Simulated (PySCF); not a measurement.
MoO3, SMILES [O]=[Mo](=[O])=[O], multiplicity 1.

Coordinates come from a B3LYP-D3(BJ)/def2-TZVP optimisation. The multiplicity is an assumed one; other spin states were not compared. The isomer is the one that the SMILES or the coordinates give; other isomers of the formula were not compared. The def2 effective core potentials stand for the cores of Mo; spin–orbit coupling is left out.

Computed with B3LYP/def2-TZVPD (PySCF).

The molecule is in vacuum.

Computed frontier levels, gap, dipole moment and polarisability:
The highest occupied level is -8.86 eV and the lowest empty level is -5.18 eV. The orbital gap is 3.68 eV. The dipole moment is 4.85 D and the quadrupole, principal values (traceless, Buckingham form, about the centre of nuclear charge) is -5.86, -5.86, 11.72 D·Å. The mean static polarisability is 44.1 bohr³ (6.54 Å³) and the polarisability, principal values comes out as 28.0, 52.2, 52.2 bohr³.
